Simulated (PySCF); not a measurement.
# Radial density of B (boron, neutral)

UHF, [He] 2s2 2p1, 2P determinant. Calculation: PySCF 2.14, in 6-31G* (3s2p1d, 14 functions); no relativity, point nucleus.

| r (bohr) | 4πr²ρ (e/bohr) | 4πr²(ρα − ρβ) |
| --- | --- | --- |
| 0.00592 | 0.02941 | 0.0000 |
| 0.00996 | 0.08116 | 0.0000 |
| 0.0167 | 0.2161 | 0.0001 |
| 0.0282 | 0.5426 | 0.0002 |
| 0.0474 | 1.272 | 0.0006 |
| 0.0797 | 2.611 | 0.0013 |
| 0.134 | 4.354 | 0.0033 |
| 0.226 | 5.094 | 0.0105 |
| 0.379 | 3.389 | 0.0446 |
| 0.638 | 1.179 | 0.1549 |
| 1.07 | 1.174 | 0.3582 |
| 1.81 | 1.446 | 0.4314 |
| 3.04 | 0.5157 | 0.1892 |
| 5.11 | 0.02125 | 0.0116 |
